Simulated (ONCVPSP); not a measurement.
## How hard is this copper (Cu) ONCV potential?

- Element: copper
- Generator: ONCVPSP 4.0.1
- Type: optimised norm-conserving Vanderbilt (ONCV)
- Functional: LDA (Perdew-Wang 92)
- Relativity: scalar-relativistic
- Frozen core: [Ar]
- Valence charge: 11
- Reference configuration: 3d10 4s0.5 4p0.5
- Partial waves: 4s: rc 1.80 bohr, ncon 3, nbas 7, qcut 3.8 1/bohr, 3 projectors, debl 1.2 Ha; 4p: rc 2.95 bohr, ncon 4, nbas 8, qcut 2.4 1/bohr, 2 projectors, debl 0.7 Ha; 3d: rc 1.40 bohr, ncon 3, nbas 7, qcut 11.3 1/bohr, 2 projectors, debl 2.5 Ha
- Local potential: polynomial inside 1.35 bohr (lpopt 2, dvloc0 -1 Ha)
- Core correction: polynomial model core, fcfact 0.25

Task: For each optimised wave give the share of its norm inside rc, the residual kinetic energy above qcut (Ha) and the cutoffs (Ha) for errors of 10, 1, 0.1 and 0.01 mHa per electron.

Result:

```csv
wave,norm inside rc,residual KE,10 mHa,1 mHa,0.1 mHa,0.01 mHa
4s,0.174,9.9e-05,3.4,5.5,7.4,20.6
s projector 2,0.191,7.8e-04,4.9,7.3,54.4,91.1
s projector 3,0.116,1.7e-03,6.1,7.9,76.2,132.4
4p,0.229,4.1e-05,0.7,1.3,1.9,13.8
p projector 2,0.323,1.6e-03,1.7,3.2,7.7,22.1
3d,0.787,6.5e-06,42.4,49.9,55.8,61.8
d projector 2,0.088,6.9e-06,41.7,50.4,57.1,63.6
```

The occupied waves need 50 Ha and 56 Ha for 1 and 0.1 mHa. Note: ghosts flagged at negative energy: s at -113.1 eV; GHOST(+) flags only above 600 eV. A true bound ghost makes a file unfit for plane-wave use. 1 of 4 tests not solved or not reliable.
